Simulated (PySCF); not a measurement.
Dimethyl carbonate, C3H6O3, SMILES COC(=O)OC (CAM-B3LYP/def2-SVP optimised geometry):

```
12

C     -2.203     1.098     0.002
O     -0.795     0.934     0.000
C     -0.366    -0.323     0.000
O     -1.065    -1.300     0.001
O      0.962    -0.323     0.000
C      1.573    -1.603     0.002
H     -2.650     0.644     0.898
H     -2.386     2.179    -0.004
H     -2.654     0.633    -0.886
H      2.654    -1.426     0.011
H      1.290    -2.174    -0.894
H      1.275    -2.179     0.890
```

Computed with CAM-B3LYP/def2-TZVP (PySCF).

Question: What are the frontier orbital energies and the dipole moment?

Answer: HOMO-2 -10.41 eV, HOMO-1 -10.29 eV, HOMO -9.93 eV, LUMO 2.11 eV, LUMO+1 2.37 eV; dipole moment 0.47 D.

On the same geometry PBE/def2-TZVP (PySCF 2.14.0) gives HOMO-2 -7.36 eV, HOMO-1 -7.21 eV, HOMO -6.63 eV, LUMO 0.02 eV, LUMO+1 0.51 eV; dipole moment 0.54 D.

Meta-Löwdin charges at CAM-B3LYP/def2-TZVP: C1 -0.11, O2 -0.34, C3 0.67, O4 -0.52, O5 -0.34, C6 -0.11, H7 0.12, H8 0.13, H9 0.12, H10 0.13, H11 0.12, H12 0.12.
